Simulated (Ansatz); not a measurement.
Consider the ligand exchange at the Si–C bond: `C[Si]F` + `[SiH3]N[SiH3]` → `F[Si]N([SiH3])[SiH3]` + CH₄.

Calculated with Ansatz (gas phase, PBE0-D4/def2-TZVP geometries, no zero-point term in ΔE). CBS: MP2 limit from def2 TZ/QZ plus the TZ coupled-cluster correction, frozen cores. This one scheme is used for every species. Functionals use def2-TZVPP. HSE06 is defined as in plane-wave codes. Each species was taken in one conformer, which may not be the lowest.

**Question.** Is it downhill or uphill in electronic energy at CCSD(T)/CBS, and by how much? (Estimate.)

**Answer.** Computed: Downhill: ΔE = -136.4 kJ/mol.

**Question.** What do these levels give: PBE-D4, BLYP-D4, HSE06-D4, CAM-B3LYP-D4, B2PLYP, BLYP, HSE06, HF/def2-SVP, MP2/def2-TZVPP, SCS-MP2/def2-TZVPP, CCSD/def2-TZVPP, CCSD/CBS(def2)? (Estimate.)

**Answer.** The calculation gave: PBE-D4 -135.4, BLYP-D4 -141.1, HSE06-D4 -134.4, CAM-B3LYP-D4 -136.0, B2PLYP -134.7, BLYP -126.2, HSE06 -127.9, HF/def2-SVP -129.4, MP2/def2-TZVPP -144.2, SCS-MP2/def2-TZVPP -140.4, CCSD/def2-TZVPP -134.0, CCSD/CBS(def2) -132.3 kJ/mol.

Largest T1 diagnostic among the species: 0.014.

At CCSD(T), def2-SVP lies −7.6 kJ/mol from the extrapolated value and def2-TZVPP −1.7 kJ/mol. In def2-TZVPP, CCSD(T) changes the Hartree–Fock value by −12.9 kJ/mol (the triples alone add −4.1 kJ/mol) and MP2 by −18.9 kJ/mol. The D4 term adds −12.3 kJ/mol with B3LYP and −6.6 kJ/mol with PBE0; it sums over pairs of atoms, weighted by their polarisabilities, and B3LYP, whose exchange is more repulsive, gets the larger term.

B3LYP here is the variant with VWN-RPA as its local correlation; programs differ in this.
